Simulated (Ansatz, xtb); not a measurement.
## GeH2NO+: where a starting geometry ends

The starting geometry of this gas-phase singlet was built from a drawn formula by distance geometry; its bonds are those of `[NH+]1=[GeH][O]1`.

```xyz
5

Ge   -0.0113   -0.6864   -0.6648
N     1.2655    0.4163   -0.6869
O     0.5440    0.9252    0.3576
H     2.1902    0.5442   -1.1721
H    -1.5567   -0.6464   -1.0909
```

Problem. Predict what it relaxes into with r2SCAN-D4/def2-SVP.

Solution. A bond breaks, giving a structure given below by its coordinates. Distances that change by over a tenth: Ge1–N2 (1.69 → 2.06 Å), N2–O3 (1.37 → 1.19 Å). Contacts that open: Ge1–O3 (1.99 → 2.82 Å).

The energy falls by 2.05 eV over 15 steps:

```json
{"step": "1", "E − E(last) (eV)": "2.049"}
{"step": "3", "E − E(last) (eV)": "1.137"}
{"step": "4", "E − E(last) (eV)": "0.543"}
{"step": "6", "E − E(last) (eV)": "0.123"}
{"step": "7", "E − E(last) (eV)": "0.065"}
{"step": "9", "E − E(last) (eV)": "0.016"}
{"step": "10", "E − E(last) (eV)": "0.010"}
{"step": "12", "E − E(last) (eV)": "0.001"}
{"step": "13", "E − E(last) (eV)": "0.001"}
{"step": "15", "E − E(last) (eV)": "0.000"}
```

Final geometry (Å):

```xyz
5

Ge   -0.1680   -1.2808   -0.5164
N     1.0236    0.4004   -0.5319
O     0.9708    1.1321    0.4091
H     1.7516    0.6513   -1.2592
H    -1.1463   -0.3502   -1.3587
```

From the same start GFN2-xTB ends elsewhere, at `[NH2+]1[O][Ge]1`.

The end wasn't checked by frequencies. Run with Ansatz 0.2.0, 26 s on 1 thread of Intel(R) Xeon(R) 6975P-C (Granite Rapids) (shared host).
